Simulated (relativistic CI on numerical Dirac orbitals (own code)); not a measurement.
Magnetism of Rh⁴⁺, 4d5, in a crystal field

Calculated by Dirac-Coulomb-Breit CI, KLI orbitals optimised for each configuration, QED by a radiative potential, valence Slater integrals scaled by 0.7, one configuration in a parametric crystal field (own radial code).

Field parameters in Wybourne normalisation: Oh B⁴₀ = 21Dq, B⁴₄ = √(5/14) B⁴₀. The field is a parameter set, without covalency.

S is read from ⟨S²⟩ = S(S + 1).

Powder χT (cm³ K mol⁻¹) by Van Vleck's formula, with temperature-independent terms:

```csv
Field,2 K,5 K,10 K,20 K,50 K,100 K,200 K,300 K
"Oh, 10Dq = 7250 cm⁻¹",3.8,4.25,4.32,4.34,4.34,4.34,4.34,4.34
"Oh, 10Dq = 13050 cm⁻¹",1.44,2.08,3.01,3.84,4.21,4.26,4.28,4.28
"Oh, 10Dq = 18850 cm⁻¹",0.531,0.534,0.537,0.544,0.565,0.599,0.668,0.737
"Oh, 10Dq = 24650 cm⁻¹",0.494,0.495,0.498,0.503,0.52,0.547,0.6,0.654
"Oh, 10Dq = 30450 cm⁻¹",0.477,0.479,0.482,0.487,0.502,0.528,0.58,0.632
"Oh, 10Dq = 36250 cm⁻¹",0.465,0.467,0.469,0.474,0.49,0.515,0.565,0.616
"Oh, 10Dq = 42050 cm⁻¹",0.456,0.457,0.46,0.465,0.48,0.504,0.554,0.604
```

Task: For Oh, 10Dq = 13050 cm⁻¹: what effective moment follows at 300 K?

Result: μ_eff = √(8χT) = 5.85 μB. The ground level has S = 2.45; the spin-only moment for S = 5/2 is 5.92 μB. The difference comes from the orbital moment, spin-orbit mixing of terms and temperature-independent paramagnetism, all larger in this ionic model than in covalent complexes.
